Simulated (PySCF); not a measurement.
Tb⁴⁵⁺: ionisation energy

Tb⁴⁵⁺ [Ar] 3d2 (3F) → Tb⁴⁶⁺ [Ar] 3d1 (2D), as a difference of total energies. Computed with PySCF 2.14 in an even-tempered Gaussian basis (18 s from 9.6 bohr⁻², ratio 2.5; 12 p from 12 bohr⁻², ratio 2.5; 7 d from 12 bohr⁻², ratio 2.5; 4 f from 44 bohr⁻², ratio 2.7; 3 g from 65 bohr⁻², ratio 2.7), with the spin-free X2C one-electron Hamiltonian (Gaussian nucleus). Correlated levels: outer shells: [Ne] frozen; virtual orbitals above 40 to 60 times the deepest correlated orbital energy dropped. The calculations carry no spin-orbit coupling.

```json
{"method": "UHF", "ionisation energy (eV)": "3678.1"}
{"method": "LDA", "ionisation energy (eV)": "3676.6"}
{"method": "PBE", "ionisation energy (eV)": "3677.6"}
{"method": "PBE0", "ionisation energy (eV)": "3678.1"}
{"method": "r2SCAN", "ionisation energy (eV)": "3679.8"}
{"method": "M06-2X", "ionisation energy (eV)": "3677.5"}
{"method": "r2SCANh", "ionisation energy (eV)": "3679.8"}
{"method": "MP2 (outer shells)", "ionisation energy (eV)": "3677.7"}
{"method": "SCS-MP2 (outer shells)", "ionisation energy (eV)": "3677.7"}
```

Spin-orbit coupling is strong in these open shells (close to jj coupling). The scalar numbers leave it out and a first-order estimate fails, so it can dominate the gap to the real levels.

Breit and QED terms and the two-electron picture change are absent.

For comparison: 3698 ± 4 eV (theoretical estimate listed by NIST; NIST Atomic Spectra Database, ionization energies).
